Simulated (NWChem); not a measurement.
C$_{2}$H$_{9}$NSi; SMILES [SiH2](C)NC

```xyz
13

Si    -0.6176    -0.6312     0.1398
C      0.9151    -1.6943    -0.1327
N     -0.3729     1.0009    -0.4072
C      0.5755     1.9373     0.1849
H     -1.7687    -1.1398    -0.6583
H     -0.9886    -0.7448     1.5892
H      1.7820    -1.3089     0.4171
H      1.1817    -1.7366    -1.1942
H      0.7360    -2.7180     0.2182
H     -1.1826     1.4613    -0.8063
H      0.2003     2.4401     1.0911
H      1.4937     1.4067     0.4605
H      0.8594     2.7123    -0.5383
```
Atoms are numbered in this order, from 1.

Computed with NWChem. All runs use the structure optimised with B3LYP/6-31G* (spherical d). Level MN15/def2-SVP: energy and gradient on several grids; changes count from the extra-fine grid, which is no exact limit either.

```json
[
 {"grid": "xcoarse", "size of the energy change (μHa)": "30000", "largest change of a gradient component (μHa/bohr)": "1000", "time, medium = 1 (rough)": "0.5"},
 {"grid": "coarse", "size of the energy change (μHa)": "200", "largest change of a gradient component (μHa/bohr)": "600", "time, medium = 1 (rough)": "about 1"},
 {"grid": "medium", "size of the energy change (μHa)": "< 10", "largest change of a gradient component (μHa/bohr)": "100", "time, medium = 1 (rough)": "about 1"},
 {"grid": "fine", "size of the energy change (μHa)": "< 10", "largest change of a gradient component (μHa/bohr)": "< 30", "time, medium = 1 (rough)": "about 1"},
 {"grid": "xfine", "size of the energy change (μHa)": "< 10", "largest change of a gradient component (μHa/bohr)": "< 30", "time, medium = 1 (rough)": "4"}
]
```
